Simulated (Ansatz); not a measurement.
Ansatz (a program for electronic structure) job for Al(AsH2)2(F) (AlAs₂FH₄), SMILES [F][Al]([AsH2])[AsH2], CAM-B3LYP/def2-SVPD. Geometry: ωB97X-D3(BJ)/def2-SVP. The structure was generated by enumeration; whether it is a known compound was not checked.

Ansatz 0.2 input:
```yaml
crystal:
  periodic: [false, false, false]
  atoms:
    - {symbol: Al, position_ang: [0.58689260, -0.09641908, 0.30486953]}
    - {symbol: As, position_ang: [-1.27720404, -1.37666363, 1.10583764]}
    - {symbol: H, position_ang: [-0.46114724, -2.65522534, 1.00106215]}
    - {symbol: H, position_ang: [-1.82037272, -1.49800998, -0.31021661]}
    - {symbol: As, position_ang: [0.54468633, 1.49975129, -1.48574139]}
    - {symbol: H, position_ang: [1.17654901, 2.54800660, -0.58349080]}
    - {symbol: H, position_ang: [-0.87450021, 1.90383385, -1.11533166]}
    - {symbol: F, position_ang: [2.05810571, -0.34522772, 1.06461077]}
basis:
  gaussian:
    orbitals: def2-SVPD
hamiltonian:
  xc: {name: CAM-B3LYP}
```

Output:

```
WARN ansatz: RAYON_NUM_THREADS=1 ignored (pool sized by the plan → 1); use --threads N
Functional definition: CAM-B3LYP
integrals: 0.14 GiB planned
1533 factors; their error is unknown
integrals: 0.16 GiB planned
508 factors; integrals over basis functions are off by at most 1.5e-5 eV
mean field: 1.30 GiB planned
mean field evaluation 1: about -131048.5778 eV, gradient 3.9e1 eV
mean field evaluation 2: about -131045.8420 eV, gradient 6.0e1 eV
mean field evaluation 4: about -131051.1249 eV, gradient 8.6e-1 eV
mean field evaluation 8: about -131051.5409 eV, gradient 1.6e-1 eV
mean field -131051.54097730 eV, -4816.0553009909 hartree, gradient 6.2e-5 eV, S^2 0.000000; 0 other end points of the search recorded, 0 dependent functions left out
reference -131051.54112194 eV, -4816.0553063062 hartree; 46, 46 occupied and 109, 109 virtual orbitals, 1533 factors
Total energy: -131051.54112194 eV, -4816.0553063062 hartree
```

Self-consistency was reached.
